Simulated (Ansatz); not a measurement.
Input file for Ansatz (an electronic-structure program): U-CCSD(T)/cc-pVDZ on H4 chain, a point of a bond scan (R = 1.300 Å).

Ansatz 0.2 input:
```yaml
crystal:
  periodic: [false, false, false]
  atoms:
    - {symbol: H, position_ang: [0.00000000, 0.00000000, 0.00000000]}
    - {symbol: H, position_ang: [0.00000000, 0.00000000, 1.30000000]}
    - {symbol: H, position_ang: [0.00000000, 0.00000000, 2.60000000]}
    - {symbol: H, position_ang: [0.00000000, 0.00000000, 3.90000000]}
basis:
  gaussian:
    orbitals: cc-pVDZ
correlation: {method: ccsd_t, electrons: outside_noble_gas}
scf: {omitted_lower_state_checks: [cluster_reference]}
magnetization: {spin_polarized: true, initial_magnetization: 0}
```

The head of its log:

```
Functional definition: HF
[...]
these checks for a lower state are left out or cut short: cluster_reference
integrals: 0.00 GiB planned
178 factors; integrals over basis functions are off by at most 1.3e-3 eV
mean field: 0.04 GiB planned
mean field evaluation 1: about -56.3274 eV, gradient 3.3e0 eV
mean field evaluation 2: about -56.3267 eV, gradient 3.3e0 eV
mean field evaluation 4: about -56.4929 eV, gradient 1.8e-1 eV
mean field evaluation 8: about -56.4935 eV, gradient 1.4e-6 eV
mean field evaluation 16: about -56.9631 eV, gradient 4.1e-5 eV
mean field evaluation 32: about -56.4935 eV, gradient 8.0e-3 eV
mean field -56.96310100 eV, -2.0933553509 hartree, gradient 8.2e-7 eV, S^2 0.708943; 4 other end points of the search recorded, 0 dependent functions left out
reference -56.96310100 eV, -2.0933553509 hartree; 2, 2 occupied and 18, 18 virtual orbitals, 178 factors
```

### Question
Predict the final total energy.

### Answer
-2.1770 hartree (reference determinant -2.0934, T1 diagnostic 0.148). Its determinant has ⟨S²⟩ = 0.71, a mixture of spin states.
